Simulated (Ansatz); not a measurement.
Ansatz (a program for electronic structure) input:

Ansatz 0.2 input:
```yaml
crystal:
  periodic: [false, false, false]
  atoms:
    - {symbol: B, position_ang: [0.69591944, 0.23306312, -0.11186508]}
    - {symbol: O, position_ang: [1.07728501, 1.42157826, 0.29926586]}
    - {symbol: C, position_ang: [-0.26658478, -0.93430802, 0.03338347]}
    - {symbol: O, position_ang: [-1.40394228, -0.85576297, -0.44604390]}
    - {symbol: H, position_ang: [0.63242677, 1.80210014, 1.07246661]}
    - {symbol: H, position_ang: [0.10074296, -1.88809008, 0.46078218]}
basis:
  gaussian:
    orbitals: def2-TZVPD
hamiltonian:
  xc: {name: PBE0}
magnetization: {spin_polarized: true, initial_magnetization: 1}
output: {forces: true}
```

### Question
Predict the final energy.

### Answer
-214.40602 Eh (PBE0/def2-TZVPD). The basis has 172 functions.

It need not be the lowest isomer of its formula.
